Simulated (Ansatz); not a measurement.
Species: sum formula GaBrCl₂, net charge 0, singlet state. SMILES: [Cl][Ga]([Cl])[Br]
Coordinates optimised at B3LYP-D3(BJ)/def2-TZVP (Ansatz, an electronic-structure program):
```
Ga
Cl 1 2.1305
Cl 1 2.1305 2 119.16
Br 1 2.2715 2 120.42 3 -180.00
```
Charge 0, spin multiplicity 1.

Wanted: vertical ionisation energy (to the doublet state of charge +1; each state is the SCF solution reached for its spin), in eV. Correlated levels leave the core frozen unless marked. Open shells are spin-unrestricted. No spin-orbit coupling. The frozen core is the preceding noble-gas configuration, with the filled d and f shells of earlier blocks. Non-relativistic. CBS(X,Y): correlation extrapolated as X^-3; Hartree-Fock from the larger set.

| level | program | vertical ionisation energy (eV) |
|---|---|---|
| HF/def2-SVPD | Ansatz | 10.64 |
| HF/def2-QZVPPD | Ansatz | 10.48 |
| PBE/def2-TZVPD | Ansatz | 10.57 |
| B3LYP/def2-TZVPD | Ansatz | 11.00 |
| PBE0/def2-TZVPD | Ansatz | 11.10 |
| CAM-B3LYP/def2-TZVPD | Ansatz | 11.38 |
| B2PLYP/def2-TZVPD | Ansatz | 11.29 |

Q: Estimate the value at CCSD(T)/CBS(def2-TZVPPD,def2-QZVPPD) as computed with Ansatz.

A: 11.56 eV
